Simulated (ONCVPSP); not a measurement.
**Logarithmic derivatives: Sc (Z = 21), ONCV**

| Property | Result |
| --- | --- |
| Element | Sc (Z = 21) |
| Generator | ONCVPSP 4.0.1 |
| Type | optimised norm-conserving Vanderbilt (ONCV) |
| Functional | PBEsol |
| Relativity | scalar-relativistic |
| Frozen core | [Ar] |
| Valence charge | 3 |
| Reference configuration | 3d1 4s2 |
| Partial waves | 4s: rc 2.95 bohr, ncon 4, nbas 7, qcut 2.6 1/bohr, 3 projectors, debl 2.5 Ha; p scattering state at 0.09 Ha: rc 2.35 bohr, ncon 3, nbas 6, qcut 3 1/bohr, 2 projectors, debl 1.6 Ha; 3d: rc 2.35 bohr, ncon 4, nbas 8, qcut 5.3 1/bohr, 2 projectors, debl 0.5 Ha |
| Local potential | polynomial inside 1.60 bohr (lpopt 5, dvloc0 4 Ha) |
| Core correction | Teter function, fcfact 5.25, rcfact 1.05 |

The phase is arctan(r·R′/R) of the radial function R(r), unwrapped; energies in Ha, scanned from -2 to 5 Ha. A pole is an energy at which the radial function vanishes at the test radius. The pseudo phase is shifted by a multiple of π to meet the all-electron one at the reference energy, and phase errors are pseudo minus all-electron; the curves can meet again beyond the range given. Levels narrower than the energy grid can be missing from the lists of poles.

```csv
channel,radius (bohr),reference energy (Ha),"poles, all-electron","poles, pseudo",unbroken range about the reference energy with phases within 0.05 rad,phase error 1 Ha above the reference energy (rad)
s,3.00,-0.15,"0.74, 3.99","0.73, 3.98",above -2.0,-0.002
p,2.39,0.09,"-1.15, 2.39","-0.46, 2.42",-0.3 to 3.5,+0.003
d,2.39,-0.12,"0.13, 2.99","0.13, 3.19",below 3.7,+0.003
```

Note: ghosts flagged at negative energy: p at -13.2 eV; GHOST(+) flagged for s at 149.1 eV. A true bound ghost makes a file unfit for plane-wave use.

Phases in the d channel:

```
E (Ha)  all-electron  pseudo
 -1.98         1.304   1.304
 -1.80         1.286   1.286
 -1.62         1.265   1.266
 -1.44         1.239   1.239
 -1.26         1.206   1.206
 -1.08         1.160   1.160
 -0.90         1.092   1.093
 -0.72         0.981   0.982
 -0.54         0.759   0.759
 -0.36         0.172   0.173
 -0.18        -0.875  -0.875
  0.00        -1.393  -1.393
  0.18        -1.619  -1.619
  0.36        -1.772  -1.772
  0.54        -1.923  -1.923
  0.72        -2.128  -2.128
  0.90        -2.483  -2.479
  1.08        -3.112  -3.100
  1.26        -3.761  -3.745
  1.44        -4.127  -4.113
  1.62        -4.319  -4.307
  1.80        -4.433  -4.421
  1.98        -4.508  -4.497
  2.16        -4.563  -4.551
  2.34        -4.605  -4.592
  2.52        -4.640  -4.625
  2.70        -4.670  -4.653
  2.88        -4.697  -4.677
  3.06        -4.722  -4.698
  3.24        -4.747  -4.718
  3.42        -4.773  -4.737
  3.60        -4.801  -4.755
  3.78        -4.832  -4.774
  3.96        -4.871  -4.793
  4.14        -4.921  -4.814
  4.32        -4.993  -4.836
  4.50        -5.110  -4.861
  4.68        -5.332  -4.891
  4.86        -5.836  -4.926
```
